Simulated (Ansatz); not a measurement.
Diatomic SbCl, multiplicity 3 (the spin of the measured ground state). No spin–orbit coupling.

Seven points along R, fitted to fifth degree in 1/R; most abundant isotopes. Runs in def2 and cc sets follow the lowest solution found near the PBE0 minimum.

Correlated levels freeze the inner cores; with def2 sets outer-core shells near the valence are correlated too. CBS: X⁻³ extrapolation of the correlation energy, Hartree–Fock from the larger set.

Codes used: Ansatz (a program for electronic structure) with Gaussian orbitals.  In def2 rows elements past Kr take small-core potentials, without spin–orbit coupling.

Quantity: ω_e, from seven points a level.

Costs are ratios of core time to PBE/def2-TZVPP (roughly 9 s), for whole runs (searches for the state included, and forces where a run took them) on one shared machine, so rough; each error counts from the measured 374.7 cm⁻¹ [NIST CCCBDB].

```tsv
level	basis functions	cost
SVWN5/def2-TZVPP	92	×0.6
PBE/def2-TZVPP	92	×1
B3LYP/def2-TZVPP	92	×1
BHLYP/def2-TZVPP	92	×1
CAM-B3LYP/def2-TZVPP	92	×2
r2SCAN/def2-TZVPP	92	×2
B2PLYP/def2-TZVPP	92	×3
B97M-V/def2-TZVPP	92	×3
wB97X-V/def2-TZVPP	92	×4
CCSD(T)/def2-TZVPP	92	×10
CCSD(T)/def2-QZVPP	152	×50
CCSD(T)/CBS(def2-TZVPP, def2-QZVPP)	-	×60
```

Task: Which is the cheapest listed level whose error stays within 4 cm⁻¹?

Result: SVWN5/def2-TZVPP (4 cm⁻¹, cost ×0.6).

Task: With a budget of 30 times the cost of PBE/def2-TZVPP, which level comes closest?

Result: BHLYP/def2-TZVPP, at 0 cm⁻¹; next is CAM-B3LYP/def2-TZVPP at -1 cm⁻¹.

Task: What does the step from CCSD(T)/def2-TZVPP to CCSD(T)/def2-QZVPP cost and buy?

Result: 92 to 152 functions, cost ×4 (rough); the error goes from -2 to 1 cm⁻¹.

Each error (cm⁻¹): SVWN5/def2-TZVPP 4; PBE/def2-TZVPP -16; B3LYP/def2-TZVPP -16; BHLYP/def2-TZVPP 0; CAM-B3LYP/def2-TZVPP -1; r2SCAN/def2-TZVPP -4; B2PLYP/def2-TZVPP -6; B97M-V/def2-TZVPP -7; wB97X-V/def2-TZVPP 9; CCSD(T)/def2-TZVPP -2; CCSD(T)/def2-QZVPP 1; CCSD(T)/CBS(def2-TZVPP, def2-QZVPP) 3.
